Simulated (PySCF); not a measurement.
Species: `B[C@@H]1CC[BH2-][N+]1(C)C`. The columns A, B, C and D hold Mulliken, IAO, Hirshfeld and ESP-fitted charges (e) of one PBE0/pcSseg-1 density (PySCF), in a shuffled order. Coordinates in Å (PBE0-D3(BJ)/def2-SVP); the density's dipole moment is (-1.30, 3.69, -0.02) D.

```tsv
atom	x	y	z	A	B	C	D
B1	0.590	2.461	0.356	+0.165	+0.051	+0.139	+0.161
C2	0.651	0.908	0.404	-0.251	-0.157	+0.247	-0.039
C3	1.643	0.251	-0.584	-0.194	-0.238	-0.283	-0.062
C4	1.289	-1.250	-0.637	-0.397	-0.390	-0.171	-0.153
B5	-0.060	-1.429	0.261	+0.098	-0.210	+0.022	-0.037
N6	-0.620	0.124	0.280	-0.670	-0.014	+0.301	+0.041
C7	-1.313	0.418	-0.984	-0.079	-0.298	-0.546	-0.047
C8	-1.526	0.363	1.407	-0.074	-0.297	-0.443	-0.047
H9	-0.434	3.094	0.233	+0.010	+0.010	-0.088	-0.053
H10	1.630	3.063	0.470	+0.024	+0.023	-0.092	-0.049
H11	1.029	0.663	1.418	+0.168	+0.170	+0.029	+0.059
H12	1.558	0.724	-1.577	+0.112	+0.118	+0.084	+0.030
H13	2.668	0.459	-0.244	+0.135	+0.142	+0.077	+0.043
H14	1.169	-1.572	-1.684	+0.107	+0.120	+0.024	+0.019
H15	2.112	-1.853	-0.225	+0.119	+0.137	+0.065	+0.028
H16	-0.958	-2.136	-0.182	-0.051	-0.035	-0.168	-0.104
H17	0.179	-1.673	1.443	-0.058	-0.045	-0.182	-0.106
H18	-1.583	1.484	-1.045	+0.129	+0.137	+0.154	+0.043
H19	-2.219	-0.197	-1.039	+0.144	+0.161	+0.187	+0.058
H20	-0.667	0.150	-1.828	+0.151	+0.158	+0.201	+0.058
H21	-2.367	-0.339	1.338	+0.146	+0.160	+0.167	+0.060
H22	-1.907	1.396	1.397	+0.126	+0.136	+0.129	+0.044
H23	-0.989	0.167	2.343	+0.142	+0.159	+0.148	+0.056
```

Problem. Which column most likely holds the ESP-fitted charges?

Solution. C. Σ q r misses the density's dipole by 0.02 D (C), 0.27 D (D), 0.87 D (B), 1.04 D (A). Charges fitted to the outside potential are the only set here that is tied to the molecule's multipoles.

Problem. And the Hirshfeld charges?

Solution. D. The mean sizes are 0.061 e (D), 0.146 e (B), 0.154 e (A), 0.172 e (C), and Hirshfeld charges are commonly the smallest of these schemes.

As computed, A = Mulliken, B = IAO, C = ESP-fitted, D = Hirshfeld. Hydrogens on carbon: Mulliken +0.11 to +0.17, IAO +0.12 to +0.17, ESP-fitted +0.02 to +0.20, Hirshfeld +0.02 to +0.06 e.

The ESP scheme fits charges at the nuclei, held to the total charge, to the electrostatic potential on points at 1.4 to 2.0 times the van der Waals radii. The Hirshfeld scheme divides the density at each point in proportion to the densities of the neutral, spherically averaged free atoms.

The structure is a single PBE0-D3(BJ)/def2-SVP conformer in the gas phase; no vibrational or solvent corrections.

These values come from a run that also computed NMR shieldings. Hardware: an Arm Neoverse N1 with one thread, shared host. Cost: 82 s wall, 0.90 GiB resident at most.
